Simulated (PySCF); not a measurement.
A calculated (LC-wPBE, PySCF 2.14, aug-cc-pVTZ-DK, the spin-free X2C one-electron Hamiltonian (Gaussian nucleus)) atom or ion has these occupied shells.

```tsv
shell	electrons	orbital energy (eV)	rms radius, mean of both spins (bohr)
1s α	1	-8221.8	0.0624
1s β	1	-8221.7	0.0624
2s α	1	-997.95	0.266
2s β	1	-996.86	0.266
2p α	3	-860.66	0.238
2p β	3	-859.81	0.238
3s α	1	-128.70	0.797
3s β	1	-126.23	0.797
3p α	3	-88.933	0.848
3p β	3	-86.350	0.848
3d α	5	-25.562	1.12
3d β	3	-23.795	1.12
4p α	1	-11.709	3.40
```

(1) Name the element and its charge.

Answers

(1) Ni⁺ (nickel, charge +1), in [Ar] 3d8 4p1, one real determinant (an excited configuration).
